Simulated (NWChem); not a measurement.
System: AlBr2, doublet; SMILES [Br][Al][Br]

This build's default masses of Se (78.918 u) and Br (79.917 u) are each other's, which moves their modes by up to 0.6 %. This spin state was assumed; another may lie lower.

### Question
Give the equilibrium geometry at PBE0/def2-SVP, spin-unrestricted (NWChem) as an XYZ file, with the point group.

### Answer
point group C2v; any orientation.
```
3

Al     0.6562     0.0000    -0.5195
Br    -0.2352    -1.9643     0.1862
Br    -0.2352     1.9643     0.1862
```
